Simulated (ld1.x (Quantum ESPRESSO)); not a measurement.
An all-electron radial function and its pseudo partner (F)

Columns: radius, all-electron u(r) and pseudo u(r) of the 2s shell (level -33.94 eV) of fluorine in the configuration [He] 2s2 2p4.75; PBE, scalar-relativistic, ultrasoft scheme, ld1.x (Quantum ESPRESSO) 7.5.

| r (bohr) | all-electron | pseudo |
| --- | --- | --- |
| 0.085 | 0.4551 | -0.1713 |
| 0.170 | 0.2884 | -0.3390 |
| 0.255 | -0.0480 | -0.4990 |
| 0.340 | -0.3792 | -0.6469 |
| 0.425 | -0.6458 | -0.7775 |
| 0.510 | -0.8356 | -0.8858 |
| 0.595 | -0.9545 | -0.9666 |
| 0.680 | -1.0153 | -1.0162 |
| 0.765 | -1.0319 | -1.0319 |
| 0.850 | -1.0165 | -1.0165 |
| 0.935 | -0.9792 | -0.9792 |
| 1.020 | -0.9278 | -0.9278 |
| 1.105 | -0.8682 | -0.8682 |
| 1.190 | -0.8044 | -0.8044 |
| 1.275 | -0.7396 | -0.7396 |
| 1.360 | -0.6757 | -0.6757 |
| 1.445 | -0.6142 | -0.6142 |
| 1.530 | -0.5560 | -0.5560 |
| 1.615 | -0.5015 | -0.5015 |
| 1.700 | -0.4511 | -0.4511 |
| 1.785 | -0.4047 | -0.4047 |
| 1.870 | -0.3623 | -0.3623 |
| 1.955 | -0.3238 | -0.3238 |
| 2.040 | -0.2889 | -0.2889 |
| 2.125 | -0.2574 | -0.2574 |
| 2.210 | -0.2291 | -0.2291 |

Problem. How many radial nodes do the two functions have?

Solution. The all-electron 2s function has n − l − 1 = 1; the pseudo-wave has 0, since the states of the same l below it are removed with the core.

Problem. At about which radius was the pseudo-wave matched?

Solution. 0.75 bohr, where the columns begin to agree (steps of 0.09 bohr).

Problem. Where does each function peak?

Solution. Outermost all-electron maximum near 0.77 bohr, pseudo maximum near 0.77 bohr (to the table’s step).

Problem. Is the pseudo-wave norm-conserving?

Solution. No, it belongs to an ultrasoft set: the norm inside the radius is not constrained, and the difference is carried by the augmentation charge.
